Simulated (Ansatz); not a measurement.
Ideal-gas functions of ClH3MoO4 (`[O]=[Mo]([OH])([OH])([OH])[Cl]`) at 600 K and 1 bar, from an Ansatz frequency run at PBE0-D4/def2-TZVP.

Molar mass 198.41 g/mol, point group Cs (symmetry number 1), electronic degeneracy 1, moments of inertia 180.902, 322.144, 324.786 u Å². Harmonic wavenumbers (cm⁻¹, unscaled): 58, 114, 222, 224, 258, 294, 295, 328, 427, 446, 553, 715, 715, 725, 787, 792, 835, 1056, 3783, 3843, 3848.

Use S(trans) = R[1.5 ln M + 2.5 ln T − 1.1517]; rotational temperatures θ = 24.2544 K / I; S(rot) = R[ln(√π/σ · √(T³/θAθBθC)) + 1.5]; for each mode x = 1.438777 ν̃/T, S = R[x/(eˣ − 1) − ln(1 − e⁻ˣ)] and H = RT x/(eˣ − 1); 1 cm⁻¹ = 0.0119627 kJ/mol; R = 8.31446 J/(mol·K).

Problem. By hand: the entropy, in J/(mol·K).

Solution. Translation 189.4. Rotation: θ = 0.1341, 0.0753, 0.0747 K, giving 126.9. Vibration, mode by mode: 24.72, 19.12, 13.65, 13.58, 12.44, 11.39, 11.36, 10.52, 8.47, 8.14, 6.55, 4.78, 4.78, 4.69, 4.17, 4.13, 3.80, 2.51, 0.01, 0.01, 0.01, in all 168.8. Electronic 0.0. Sum 485.1 J/(mol·K).

Problem. By hand: H − E and G − E in kJ/mol, counted from the electronic energy.

Solution. Zero-point energy ½ × 20318 × 0.0119627 = 121.5; thermal vibration 49.9; translation, rotation and pV give 4 RT = 20.0. H − E = 191.4 kJ/mol, and G − E = 191.4 − 600 × 485.1/1000 = -99.7 kJ/mol.

Vibration gives 35 % of the entropy, 43.8 J/(mol·K) of it from the modes under 150 cm⁻¹: soft modes count most, and the harmonic formula is weakest for them. The sum counts one conformer and one mirror image; others add a mixing term.
